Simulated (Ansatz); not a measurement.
Program: Ansatz. Geometries: PBE0-D4/def2-TZVP. ΔE: electronic, gas phase. CBS: MP2 limit from def2 TZ/QZ plus the TZ coupled-cluster correction, frozen cores. Functionals use def2-TZVPP. B3LYP here is the variant with VWN-RPA as its local correlation; programs differ in this. Elements past krypton have def2 core potentials. For Sn outer-core shells are correlated without core-valence functions, which leaves a few kJ/mol of doubt a bond.

Consider the formal exchange of groups at the Sn–Al bond: `[SiH3][AlH][SnH3]` + `Cc1ccccc1` → `[SnH3][c]1ccccc1` + `[CH3][AlH][SiH3]`.

| level | ΔE (kJ/mol) | difference from CCSD(T)/CBS |
| --- | --- | --- |
| PBE-D4 | 44.9 | 10.5 |
| r2SCAN-D4 | 40.9 | 6.5 |
| B97M-V | 36.9 | 2.5 |
| B3LYP-D4 | 38.1 | 3.7 |
| ωB97X-V | 37.4 | 3.0 |
| r2SCAN | 41.5 | 7.1 |
| PBE0 | 48.7 | 14.3 |
| BHLYP | 43.7 | 9.3 |
| LC-ωPBE | 39.8 | 5.4 |
| HF/def2-SVP | 53.5 | 19.1 |
| MP2/def2-SVP | 38.4 | 4.0 |
| MP2/def2-TZVPP | 25.1 | -9.3 |
| SCS-MP2/def2-TZVPP | 26.7 | -7.7 |
| CCSD(T)/def2-TZVPP | 31.3 | -3.1 |
| MP2/def2-QZVPP | 26.5 | -7.9 |
| SCS-MP2/def2-QZVPP | 28.0 | -6.4 |
| CCSD(T)/CBS | 34.4 | 0 |

Largest T1 diagnostic among the species: 0.014.

The D4 term adds −3.9 kJ/mol with B3LYP and −2.0 kJ/mol with PBE0; it sums over pairs of atoms, weighted by their polarisabilities, and B3LYP, whose exchange is more repulsive, gets the larger term. In def2-TZVPP, CCSD(T) changes the Hartree–Fock value by −13.4 kJ/mol (the triples alone add −2.9 kJ/mol) and MP2 by −19.6 kJ/mol. At CCSD(T), def2-SVP lies +12.8 kJ/mol from the extrapolated value and def2-TZVPP −3.1 kJ/mol.
